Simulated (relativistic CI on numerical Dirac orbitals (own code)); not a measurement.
**Hyperfine structure of Hg VIII, mass number 199**

Calculated at this level of theory: Dirac-Coulomb-Breit CI, separate exchange-only KLI orbitals for each configuration, QED by a radiative potential, unscaled Slater integrals (own radial code, finite nucleus).

Configurations in the expansion (outside the closed core [Kr] 4d10 4f14): 5s2.5p6.5d5, 5s2.5p6.5d4.6s, 5s2.5p6.5d4.5f, 5s2.5p6.5d4.6p, 5s2.5p5.5d6, 5s2.5p6.5d3.6s.6p, 5s2.5p6.5d4.5g, 5s2.5p6.5d3.5f.6s, 5s2.5p6.5d4.6d, 5s2.5p6.5d4.7s, 5s.5p6.5d6, 5s2.5p6.5d3.6s2, 5s2.5p6.5d2.5f.6s2, 5s2.5p6.5d2.6s2.6p, 5s2.5p6.5d2.5g.6s2, 5s2.5p6.5d2.6s2.6d, 5p6.5d7, 5p5.5d8. Double excitations out of closed p, d and f shells are left out; levels of such configurations are missing from the list, as are those of other unlisted configurations, and high levels can miss mixing partners.

Nuclear spin I = 1/2, μ = 0.5039 μN (tables of Stone and Pyykkö). The electronic factors are computed for point nuclear moments, without core polarisation or the Bohr-Weisskopf and QED corrections.

```
              Level  E (cm⁻¹)  A (MHz)
 5s2.5p6.5d5 4G_7/2   32292.2     1602
5s2.5p6.5d5 4G_11/2   34512.5     1854
 5s2.5p6.5d5 4G_9/2   36523.6     1680
 5s2.5p6.5d5 4P_1/2   38673.0   -277.3
 5s2.5p6.5d5 4D_7/2   44713.2     1358
5s2.5p6.5d5 2I_11/2   51589.6     1998
 5s2.5p6.5d5 4D_1/2   51836.7     3871
```

Levels with J = 0, under 50 % of one LS term, or S terms without an open s electron are left out. Small factors come from cancelling terms and can be off by tens of per cent or more.

At this charge configurations can still be misplaced by up to about 7 % of their energy. Terms inside the open d or f shell come out 10 to 20 % too wide with unscaled integrals. Levels and lines within the n = 5 or 6 shells can be off by up to 10 % or somewhat more, and those that change n by about 2 %, since core polarisation is missing.

**Question.** Give the hyperfine levels of 5s2.5p6.5d5 4G_7/2 relative to its centre of gravity.

**Answer.** With K = F(F + 1) − I(I + 1) − J(J + 1), E = AK/2: F = 3: -3605, F = 4: 2804 MHz.

LS names give the leading component of a level, which can be under half, so a name can repeat, a term be missing and a line seem to break the LS rules.
